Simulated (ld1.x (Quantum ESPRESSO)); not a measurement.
## B, RRKJ: configuration errors across variants

```
Element                 : boron (B)
Generator               : ld1.x (Quantum ESPRESSO) 7.5
Type                    : norm-conserving RRKJ (Kleinman–Bylander form)
Functional              : PBEsol
Relativity              : scalar-relativistic
Frozen core             : [He]
Valence charge          : 3
Reference configuration : 2s1.5 2p1.5
Partial waves           : 2p (bound): rc 4.20 bohr; 2s (bound): rc 1.00 bohr
Local potential         : the s channel
Core correction         : a·sin(br)/r model core inside 0.85 bohr
rho0                    : 0.005
```

All-electron excitation energies from the reference (eV): (1) 2s2 2p1 -2.907; (2) 2s2 2p0 5.233; (3) 2s1 2p0 30.495; (4) 2s2 2p1.3 -3.631; (5) 2s0 2p3 8.750; (6) 2s2 2p0.5 -0.051; (7) 2s1 2p2 2.913.

6 further variants failed, have other tests or another functional or relativity, and are left out.

Errors AE − PS in meV (a dash: test not solved or not reliable):

```tsv
change	(1)	(2)	(3)	(4)	(5)	(6)	(7)	bound ghosts
base	-22	+478	+1426	-36	-191	+96	-21	none
core correction a·sin(br)/r model core inside 0.46 bohr	-22	+476	+1421	-37	-201	+95	-22	none
wave 2s (bound): rc 1.00 bohr becomes 2s (bound): rc 1.46 bohr	-22	+477	+1426	-36	-193	+96	-21	none
type TM; local potential all-electron potential smoothed inside 4.00 bohr (lloc = -2); rho0 0	-15	+325	+997	-29	-135	+63	-15	none
type TM; rho0 0	-15	+339	+1035	-25	-133	+66	-15	none
```

Task: Give the same row for: all radii but the core radius scaled by about 1.33 (s 1.34, p 5.60 bohr).

Result: -54, +1047, +3035, -86, -492, +225, -55; bound ghosts: none.
